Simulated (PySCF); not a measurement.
Sound and unsound settings

Molecule: SMILES N#C[C@H]1C[C@@H](Cl)C1, C$_{5}$H$_{6}$ClN; geometry GFN2-xTB.

Molfile (atoms numbered from 1):
```
C5H6ClN
     RDKit          3D

 13 13  0  0  0  0  0  0  0  0999 V2000
    3.0737   -0.5248    0.2522 N   0  0  0  0  0  0  0  0  0  0  0  0
    2.0385   -0.1993   -0.1080 C   0  0  0  0  0  0  0  0  0  0  0  0
    0.7268    0.1978   -0.5349 C   0  0  1  0  0  0  0  0  0  0  0  0
   -0.3499   -0.9135   -0.5252 C   0  0  0  0  0  0  0  0  0  0  0  0
   -1.2849    0.0369    0.2297 C   0  0  1  0  0  0  0  0  0  0  0  0
   -2.0894   -0.6410    1.6627 Cl  0  0  0  0  0  0  0  0  0  0  0  0
   -0.1096    0.9803    0.5054 C   0  0  0  0  0  0  0  0  0  0  0  0
    0.7988    0.7117   -1.4959 H   0  0  0  0  0  0  0  0  0  0  0  0
   -0.6952   -1.2575   -1.4972 H   0  0  0  0  0  0  0  0  0  0  0  0
   -0.0522   -1.7697    0.0768 H   0  0  0  0  0  0  0  0  0  0  0  0
   -2.0658    0.4739   -0.3918 H   0  0  0  0  0  0  0  0  0  0  0  0
    0.2830    0.8721    1.5145 H   0  0  0  0  0  0  0  0  0  0  0  0
   -0.2780    2.0335    0.2940 H   0  0  0  0  0  0  0  0  0  0  0  0
  1  2  3  0
  2  3  1  0
  3  4  1  0
  4  5  1  0
  5  6  1  0
  5  7  1  0
  7  3  1  0
  3  8  1  6
  4  9  1  0
  4 10  1  0
  5 11  1  6
  7 12  1  0
  7 13  1  0
M  END
```

All runs: PySCF 2.14, non-relativistic, gas phase unless a solvent (IEF-PCM) is named; grid level 2, GIAOs and SCF threshold 1e-9 unless changed. The yardstick, PBE0/pcSseg-1, gives these isotropic shieldings σ (ppm, equivalent atoms averaged): N1 -33.9, C2 60.9, C4/C7 145.7, Cl6 737.4, H11 27.48, H9/H13 28.75, H10/H12 29.09.

Q: What do these inputs give? (1) PBE0/def2-TZVP; (2) wB97X-D/pcSseg-0; grid level 4; damp 0.2; (3) CAM-B3LYP/6-31++G**; grid level 1; aux def2-qzvpp-jkfit; (4) wB97X/STO-3G

A: 
| run | outcome | functions | wall time | N1 | C2 | C4/C7 | Cl6 | H11 | H9/H13 | H10/H12 |
| --- | --- | --- | --- | --- | --- | --- | --- | --- | --- | --- |
| 1 | converged | 259 | 37 s | -23.5 | 63.4 | 148.4 | 720.2 | 27.48 | 28.93 | 29.15 |
| 2 | converged | 79 | 21 s | -39.6 | 60.1 | 154.8 | 795.1 | 29.57 | 30.33 | 30.67 |
| 3 | converged | 166 | 19 s | 13.5 | 82.3 | 158.0 | 768.6 | 27.78 | 28.98 | 29.24 |
| 4 | converged | 45 | 4.9 s | 73.6 | 146.0 | 201.5 | 973.8 | 29.99 | 30.81 | 30.54 |

Times are on 1 thread of an Arm Neoverse V1, shared host.

Q: Comment on the technical settings and failures.

A: 
- Run 2: The functional and orbital basis differ from the yardstick's, which in itself moves the values. The damping changes the path of the SCF (15 cycles), not the solution, provided the same state is reached.
- Run 3: The functional and orbital basis differ from the yardstick's, which in itself moves the values. Grid level 1 is coarse; it adds numerical noise and can break the equality of equivalent atoms. The other auxiliary basis adds little: it changes only the density-fitting error.
- Run 4: The functional and orbital basis differ from the yardstick's, which in itself moves the values. With 45 functions the basis is far too small for magnetic properties.

Run 4 was set up unsoundly or failed; its numbers aren't to be quoted as properties of the molecule.
